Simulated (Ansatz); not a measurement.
`O=C(F)C(F)(F)F` + `C[SiH2]O` → `C[SiH2]OC(F)(F)F` + `O=CF`  (substitution at a C–C bond)

Isolated molecules relaxed with PBE0-D4/def2-TZVP in Ansatz; ΔE leaves out vibrations. CBS: MP2 limit from def2 TZ/QZ plus the TZ coupled-cluster correction, frozen cores. This one scheme is used for every species. DFT in def2-TZVPP. B3LYP here is the variant with VWN-RPA as its local correlation; programs differ in this. HSE06 is defined as in plane-wave codes. One conformer a species, not always the lowest.

| level | ΔE (kJ/mol) |
| --- | --- |
| LDA (SPW92) | -37.7 |
| B3LYP | -39.2 |
| r2SCAN0 | -42.6 |
| HSE06 | -38.3 |
| BHLYP | -46.0 |
| RPA@PBE/def2-TZVPP | -39.1 |
| MP2/def2-TZVPP | -38.8 |
| CCSD/def2-TZVPP | -41.6 |

(1) What does CCSD(T)/CBS give? (Best estimate.)

Largest T1 diagnostic among the species: 0.016.

Results:

(1) Computed: -38.3 kJ/mol. The listed levels differ from it by 0.6, -0.9, -4.3, 0.0, -7.7, -0.8, -0.5, -3.3 kJ/mol.

In def2-TZVPP, CCSD(T) changes the Hartree–Fock value by +14.4 kJ/mol (the triples alone add +1.4 kJ/mol) and MP2 by +15.7 kJ/mol. From BLYP to BHLYP (50 % exact exchange), in def2-TZVPP and without D4, ΔE moves by −11.4 kJ/mol.
